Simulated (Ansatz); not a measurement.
Geometry optimisation, Ansatz, RKS B3LYP/STO-3G.

Input:

```yaml
crystal:
  periodic: [false, false, false]
  atoms:
    - { symbol: Si, position_ang: [0.0, 0.0, 0.0] }
    - { symbol: O, position_ang: [0.0, 0.0, 1.68] }
    - { symbol: Si, position_ang: [-1.3147, -0.4067, 2.6436] }
    - { symbol: H, position_ang: [-2.239, -1.2403, 1.8804] }
    - { symbol: H, position_ang: [-0.8506, -1.1432, 3.8157] }
    - { symbol: H, position_ang: [-1.9987, 0.8095, 3.0733] }
    - { symbol: "N", position_ang: [1.7163, 0.0, -0.6061] }
    - { symbol: H, position_ang: [2.2145, -0.918, -0.7868] }
    - { symbol: H, position_ang: [2.2175, 0.918, -0.7783] }
    - { symbol: "N", position_ang: [-0.8572, 1.4851, -0.6061] }
    - { symbol: H, position_ang: [-1.8773, 1.43, -0.8888] }
    - { symbol: H, position_ang: [-0.3367, 2.4058, -0.6766] }
    - { symbol: C, position_ang: [-0.8808, -1.5259, -0.6227] }
    - { symbol: H, position_ang: [-1.3804, -2.0377, 0.2261] }
    - { symbol: H, position_ang: [-1.6409, -1.2332, -1.3768] }
    - { symbol: H, position_ang: [-0.1449, -2.2146, -1.0879] }
basis:
  gaussian: { orbitals: STO-3G }
hamiltonian:
  xc: b3lyp
relax:
  f_tol: 0.02
  max_steps: 40
```

Run as:

```bash
$ ansatz run input.yaml --threads 1 --pin off --max-ram 2048MiB --backend cpu --events-out ev --progress --plain --runs-dir out
```

**Question.** Where does it end, and by what steps?

**Answer.** The forces met the threshold. The force dipped under the threshold on the way, but the program's further checks kept it going. Limits of this set-up: minimal basis. After 27 steps the energy has fallen by 0.868 eV; H15 moved furthest, 1.16 Å.

```tsv
step	energy less start (eV)	largest force component (eV/Å)	accepted
0	0.0000	2.215	yes
1	-0.5158	1.233	yes
2	-0.6130	0.318	yes
3	-0.6942	0.451	yes
4	-0.6610	2.015	no
5	-0.7546	0.369	yes
6	-0.7888	0.638	yes
7	-0.8079	0.592	yes
8	-0.8397	0.099	yes
9	-0.8407	0.411	yes
10	-0.8482	0.077	yes
11	-0.8511	0.083	yes
12	-0.8534	0.096	yes
13	-0.8385	0.662	no
14	-0.8564	0.103	yes
15	-0.8585	0.207	yes
16	-0.8614	0.092	yes
17	-0.8639	0.052	yes
18	-0.8555	0.528	no
19	-0.8599	0.158	no
20	-0.8646	0.011	yes
21	-0.8661	0.072	yes
22	-0.8664	0.153	yes
23	-0.8673	0.067	yes
24	-0.8676	0.022	yes
25	-0.8678	0.017	yes
26	-0.8679	0.031	yes
27	-0.8679	0.014	yes
```

```xyz
16
Properties=species:S:1:pos:R:3
Si -0.105 -0.187 -0.032
O 0.111 -0.533 1.600
Si -1.111 -0.128 2.706
H -2.428 -0.594 2.316
H -0.744 -0.793 3.937
H -1.180 1.295 2.976
N 1.457 0.277 -0.711
H 2.004 -0.554 -1.042
H 2.077 0.737 -0.001
N -1.285 1.128 -0.104
H -1.841 1.115 -0.992
H -0.830 2.073 -0.092
C -0.769 -1.646 -1.011
H -1.809 -1.868 -0.739
H -0.743 -1.440 -2.089
H -0.178 -2.553 -0.831
```

Whether the end is a true minimum wasn't checked by a vibrational analysis.

Run time: 74 s on 1 thread of Intel(R) Xeon(R) 6975P-C (Granite Rapids), on a shared host, peak memory 0.17 GiB.
